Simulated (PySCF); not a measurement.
## Shapes and spin states of FCuN

All numbers come from PBE0 in PySCF with Cu def2-TZVP, N def2-TZVP, F def2-TZVP; no relativity; density-fitted integrals.

Relaxations began from a few typed shapes and spin states; open shells are unrestricted. The search is not exhaustive: other isomers or separated fragments can lie lower, and high-lying points may rest on an excited occupation.

Problem. Order these stationary points by electronic energy, lowest first, in kJ/mol from the lowest minimum.
A. broken-symmetry Ms = 1/2 (⟨S²⟩ 1.76) C∞v: Cu–F 1.750 Å, Cu–N 1.787 Å; F–Cu–N 180.0°
B. quartet C∞v: Cu–F 1.761 Å, Cu–N 1.735 Å; F–Cu–N 180.0°

Solution. B (0.0), A (46.5).

Problem. Which of them are minima?

Solution. By energy in kJ/mol, 0.0: minimum; 46.5: minimum.

Formally Cu is in oxidation state +4, d7, with 3 unpaired electrons (the high-spin count). The Mulliken spin on Cu is 0.58, so most of the spin sits on the ligands and the formal count fails. The polar-tensor charge on Cu, 0.84, is far below the formal one.

For the lowest minimum: open d and f shells are described by one determinant, and the ground state may have another occupation or spin.
